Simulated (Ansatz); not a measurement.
**Which method gave which barrier?**

Saddle point of GeHCl4F, singlet (GeCl₄ ([Cl][Ge]([Cl])([Cl])[Cl]) + HF → GeCl₃F ([F][Ge]([Cl])([Cl])[Cl]) + HCl; bonds formed: Ge1–F7, Cl2–H6; bonds broken: Ge1–Cl2, H6–F7), PBE0-D4/def2-TZVP structure:

| atom | x (Å) | y (Å) | z (Å) |
| --- | --- | --- | --- |
| Ge1 | -0.4774 | -0.0731 | 0.1697 |
| Cl2 | 0.9457 | 0.6967 | -1.7166 |
| Cl3 | -1.3568 | 1.8481 | 0.3109 |
| Cl4 | -0.8494 | -0.8811 | 2.1182 |
| Cl5 | -1.3641 | -1.5321 | -1.0835 |
| H6 | 1.6655 | 0.1728 | -0.3976 |
| F7 | 1.4365 | -0.2314 | 0.5988 |

Program: Ansatz 0.2.0. Basis: def2-TZVPP, with def2-QZVPP for the basis limit. Cores are frozen in the correlated methods. Filled d shells of the heavier atoms are correlated. The def2 sets are not built for correlating such inner shells, so the correlated values are less sure here. Extrapolation: Hartree–Fock as exp(−7.88 √X), correlation as X^−2.97. Four methods, as single points on the PBE0-D4 structures, gave these electronic barriers from the start structure: 24.13, 25.68, 31.82, 46.70 kcal/mol.

Q: The methods were, in alphabetical order, HF, MP2, PBE-D4, r2SCAN-D4. Which gave which? (A judgement: the text doesn't fix the answer.)

A: Computed: PBE-D4 24.13; r2SCAN-D4 25.68; MP2 31.82; HF 46.70 kcal/mol. For comparison, CCSD(T) at an estimated basis limit (MP2 extrapolated from triple and quadruple zeta, plus CCSD(T) − MP2 in triple zeta) gives 33.49 kcal/mol.

The T1 diagnostic stays at or below 0.011.

Labels in which every atom is bracketed show which atoms are joined, not bond orders.

For scale, one of the runs: CCSD(T)/def2-TZVPP, 261 basis functions, launched by `ansatz run in.yaml --threads 8 --pin off --events-out ev --progress --plain --max-ram 19148MiB`. Hardware: 8 CPU threads of an Intel Xeon, shared host. Wall time 4.4 min; peak host memory 6 GiB.
